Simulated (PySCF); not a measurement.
Computed IR spectrum (relative IR intensity) of a molecule C2H4BFO2. Coordinates come from a PBE-D3(BJ)/def2-SVP optimisation. One conformer was computed; it need not be the lowest. Calculation: PySCF 2.14.0 with PBE-D3(BJ)/def2-SVP. Frequencies are harmonic and unscaled.

| ν (cm⁻¹) | relative intensity |
|---|---|
| 82 | 4.1 |
| 220 | 4.7 |
| 385 | 2.6 |
| 446 | 6.6 |
| 561 | 10 |
| 713 | 11 |
| 921 | 2.5 |
| 1045 | 20 |
| 1154 | 5.2 |
| 1258 | 40 |
| 1372 | 4.9 |
| 1383 | 45 |
| 1422 | 3.0 |
| 1502 | 100 |
| 1741 | 20 |
| 2738 | 67 |
| 2972 | 19 |
| 3063 | 5.4 |

Question: Which molecule gave these data?
A) CC(=O)OBF
B) C=COB(O)F
C) FCB1OCO1
D) COB(F)C=O

Answer: D, COB(F)C=O
